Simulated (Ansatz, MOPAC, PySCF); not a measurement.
Dimer: CH2O (SMILES C=O) (first 4 atoms) with CH5N (SMILES CN); geometry from B3LYP-D3(BJ)/def2-TZVP, rigid monomers moved along the line of their centres of mass till C1···N6 is 3.08 Å.
(charge 0, multiplicity 1):
```xyz
11

C      0.08629     0.29097     0.74281
O     -0.32810    -0.83120     0.60769
H      1.14558     0.50677     0.96735
H     -0.55628     1.17828     0.60106
C      0.26246    -0.46367     4.27775
N     -0.23025     0.81406     3.75929
H      1.35238    -0.43732     4.31310
H     -0.02401    -1.25955     3.58977
H     -0.10589    -0.71868     5.27833
H      0.08725     1.58854     4.32961
H     -1.24318     0.83475     3.76046
```

Monomers are frozen at their geometry in the pair; levels with a basis set take the counterpoise correction.

The state that PM6 reach isn't checked.

The values were computed with Ansatz (Gaussian basis) for Hartree–Fock, density functionals and correlated methods; MOPAC for PM6 (differences of heats of formation); PySCF for the dispersion terms. 

Task: Predict the interaction energy from PM6.

Result: -3.5 kcal/mol

Ansatz is an electronic-structure program.
